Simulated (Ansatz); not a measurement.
Stepwise reaction of `[F][Al]([F])[O][SiH3]` with hydrogen sulfide, as a gas-phase model of exchange steps in deposition or etching. ΔE in kJ/mol.

Program: Ansatz. Geometries: PBE0-D4/def2-TZVP. ΔE: electronic, gas phase. CCSD(T)/CBS is the MP2 limit (def2-TZVPP, def2-QZVPP) plus CCSD(T) − MP2 in def2-TZVPP, frozen cores. This one scheme is used for every species. Functionals use def2-TZVPP. B3LYP here is the variant with VWN-RPA as its local correlation; programs differ in this. One conformer a species, not always the lowest.

| step | reaction | PBE-D4 | B3LYP-D4 | ωB97M-V | CCSD(T)/CBS |
| --- | --- | --- | --- | --- | --- |
| 1 | `[F][Al]([F])[O][SiH3]` + H₂S → `[F][Al]([SH])[O][SiH3]` + H–F | 54.6 | 67.4 | 65.1 | 63.6 |
| 2 | `[F][Al]([SH])[O][SiH3]` + H₂S → `[SiH3][O][Al]([SH])[SH]` + H–F | 61.1 | 73.5 | 72.1 | 68.3 |

By hand: ΔE of the 2 steps together at CCSD(T)/CBS.

(63.6) + (68.3) = 131.9 kJ/mol, or 66.0 kJ/mol a step.

In ΔE the steps differ by no more than 4.7 kJ/mol. All are uphill at CCSD(T)/CBS. PBE-D4 differs from CCSD(T)/CBS by -9.0 to -7.2 kJ/mol a step. Isolated molecules leave out the surface, adducts and barriers. Largest T1 diagnostic: 0.012.
